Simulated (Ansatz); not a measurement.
**A geometry optimisation of ClH3Si3 with r2SCAN-D4/def2-SVP**

The starting geometry of this gas-phase singlet was optimised with GFN2-xTB.

```xyz
7

Cl    2.3231   -0.8391   -3.6347
Si   -2.5108   -1.2343   -0.7420
Si   -0.9040   -0.5519   -2.0700
Si    0.3238   -0.4666   -4.0071
H    -0.1476    0.2616   -1.0544
H     0.3309    0.7190   -4.8805
H    -0.1239   -1.5936   -4.8427
```

Task: Predict what becomes of its bonds when it is optimised with r2SCAN-D4/def2-SVP.

Result: A new bond forms, giving a structure with H7 bridging Si4 and Si2, given below by its coordinates. Distances that change by over a tenth: Si2–Si4 (4.39 → 2.66 Å), Si4–H7 (1.47 → 1.71 Å). Contacts that close: Si2–H7 (4.76 → 1.67 Å).

The energy falls by 0.61 eV over 31 steps:

```csv
step,E − E(last) (eV)
1,0.611
4,0.500
8,0.425
11,0.379
14,0.298
18,0.210
21,0.059
24,0.015
28,0.000
31,0.000
```

Final geometry (Å):

```yaml
atoms:
  - { symbol: Cl, position_ang: [2.1606, -1.3595, -3.8167] }
  - { symbol: Si, position_ang: [-1.5054, -1.7798, -2.4281] }
  - { symbol: Si, position_ang: [-0.7444, 0.2480, -1.8369] }
  - { symbol: Si, position_ang: [0.3540, -0.3395, -3.6709] }
  - { symbol: H, position_ang: [-0.1938, 0.6714, -0.5216] }
  - { symbol: H, position_ang: [0.1430, 0.2948, -5.0003] }
  - { symbol: H, position_ang: [-0.9225, -1.4402, -3.9570] }
```

Frequencies at the end are all real (lowest 93 cm⁻¹). Run with Ansatz 0.2.0, 3.1 min on 1 thread of Intel(R) Xeon(R) Processor @ 2.50GHz (Skylake/Cascade Lake), with other jobs on the host.
